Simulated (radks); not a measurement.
Kinetic energies: the exact non-interacting value of the Kohn-Sham orbitals and orbital-free approximations, in hartree. Species: Cu+ [Ar] 3d10; Si4+ [Ne]; Ne [Ne]; Au14+ [Kr] 4d10 4f14 5s2 5p3; I2+ [Kr] 4d10 5s2 5p3. Calculated with a radial shooting solver on a logarithmic mesh with Libxc functionals: non-relativistic Kohn-Sham, r2SCAN, spin-polarised, spherical densities, point nucleus; meta-GGA in the generalised Kohn-Sham scheme. Every spin shell is full or empty, so the densities are truly spherical. Functionals are evaluated on that one density, not self-consistently.

| functional | Cu+ | Si4+ | Ne | Au14+ | I2+ |
|---|---|---|---|---|---|
| exact | 1639.05 | 285.235 | 128.640 | 17802.8 | 6917.08 |
| Thomas-Fermi | 1533.6 | 263.95 | 117.73 | 16971 | 6557.3 |
| TF + vW | 2352.7 | 447.26 | 208.16 | 23338 | 9379.6 |
| TF + vW/9 | 1624.6 | 284.32 | 127.78 | 17678 | 6870.8 |
| TF + vW/5 | 1697.4 | 300.61 | 135.81 | 18244 | 7121.7 |
| LC94 | 1637.1 | 286.09 | 128.51 | 17803 | 6922.1 |
| revAPBEK | 1642.6 | 287.57 | 129.30 | 17833 | 6937.5 |
| Thakkar | 1630.0 | 285.63 | 128.46 | 17663 | 6876.5 |
| LKT | 2027.5 | 379.96 | 175.83 | 20669 | 8216.6 |
| PG1 | 1946.9 | 362.77 | 167.45 | 20039 | 7937.2 |
| DePristo-Kress | 1635.7 | 285.98 | 128.19 | 17765 | 6910.4 |
